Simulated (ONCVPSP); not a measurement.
**bromine (Br), ONCV: configuration errors across variants**

bromine (Br), optimised norm-conserving Vanderbilt (ONCV), made with ONCVPSP 4.0.1 (PBE, fully relativistic). Core [Ne] 3s2, reference 3p6 3d10 4s2 4p5. Waves: 4s: rc 1.50 bohr, ncon 4, nbas 8, qcut 4.2 1/bohr, 2 projectors, debl 3.7 Ha; 3p+4p: rc 0.95 bohr, ncon 5, nbas 8, qcut 11.5 1/bohr, 2 projectors; 3d: rc 0.60 bohr, ncon 4, nbas 8, qcut 20.8 1/bohr, 2 projectors, debl 0.6 Ha; f scattering state at 0.15 Ha: rc 1.60 bohr, ncon 4, nbas 8, qcut 7.6 1/bohr, 2 projectors, debl 0.7 Ha. Local part: polynomial inside 0.55 bohr (lpopt 5, dvloc0 6 Ha). Core correction: polynomial model core, fcfact 0.65.

Open shells are filled in proportion to 2j + 1.

In the d channel the program set the typed energies aside and used -2.435, 0.250 Ha (j = l + 1/2; the other j can differ).

All-electron excitation energies from the reference (eV): (1) 3p6 3d10 4s2 4p4 12.560; (2) 3p6 3d10 4s2 4p3 35.327; (3) 3p6 3d10 4s2 4p2 69.317; (4) 3p6 3d10 4s1 4p6 12.361.

1 further variants failed, have other tests or too few solved ones, and are left out.

A true bound ghost makes a file unfit for plane-wave use even where its test errors are small: the radial tests pick states by their node count and pass the ghost by.

Errors AE − PS in meV (a dash: test not solved or not reliable):

```
    change   (1)   (2)   (3)  (4)  bound ghosts  GHOST(+) flags above zero
      base  +1.5  +3.0  +4.1  -11             s                 f7/2, f5/2
s: rc 1.24  +1.4  +2.6  +2.6  -10             s                 f7/2, f5/2
s: rc 1.52  +1.5  +3.1  +4.4  -11             s                 f7/2, f5/2
s: rc 1.64  +1.6  +3.8  +7.0  -14             s                 f7/2, f5/2
s: rc 1.86  +2.0  +6.6   +17  -22             s                 f7/2, f5/2
s: rc 2.04  +2.5   +10   +30  -32             s                 f7/2, f5/2
s: rc 2.18  +3.1   +14   +43  -41             s                 f7/2, f5/2
```

(1) Give the same row for: s: rc 1.34.

## Answers

(1) +1.5, +2.7, +2.7, -10; bound ghosts: s; GHOST(+) flags above zero: f7/2, f5/2.
